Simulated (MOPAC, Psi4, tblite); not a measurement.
Two rigid molecules brought together: H4O4Si ··· H3ClSi (SMILES O[Si](O)(O)O and [SiH3]Cl), singlet. Monomers: optimised at B3LYP-D3(BJ) (def2-TZVP), held rigid. Orientation: lowest of the rigid-body minima from ten starts at GFN2-xTB. The monomers approach along the line of their centres of mass (distance R); nothing else relaxes.

GFN2-xTB (tblite); PBE-D3(BJ)/def2-TZVP, counterpoise-corrected (Psi4); AM1, restricted, heats of formation (MOPAC); SAPT0/jun-cc-pVDZ, frozen core (Psi4).

Interaction energies in kcal/mol:

```tsv
R / Å	GFN2-xTB	PBE-D3(BJ)/def2-TZVP	AM1
3.28	6.03	15.26	16.26
3.50	-2.11	3.42	4.52
3.73	-4.96	-2.05	1.93
3.89	-5.32	-3.61	1.80
4.10	-4.99	-4.23	1.15
4.33	-4.29	-4.01	-0.01
4.61	-3.40	-3.30	-0.66
4.86	-2.74	-2.63	-0.63
5.40	-1.72	-1.49	-0.39
6.10	-0.97	-0.69	-0.24
7.09	-0.47	-0.25	-0.13
8.41	-0.22	-0.09	-0.07
```

**Question.** What does SAPT0/jun-cc-pVDZ give at the same points?

**Answer.** 3.28: 17.97; 3.50: 5.43; 3.73: -0.56; 3.89: -2.41; 4.10: -3.32; 4.33: -3.32; 4.61: -2.79; 4.86: -2.23; 5.40: -1.28; 6.10: -0.63; 7.09: -0.26; 8.41: -0.10 (kcal/mol).
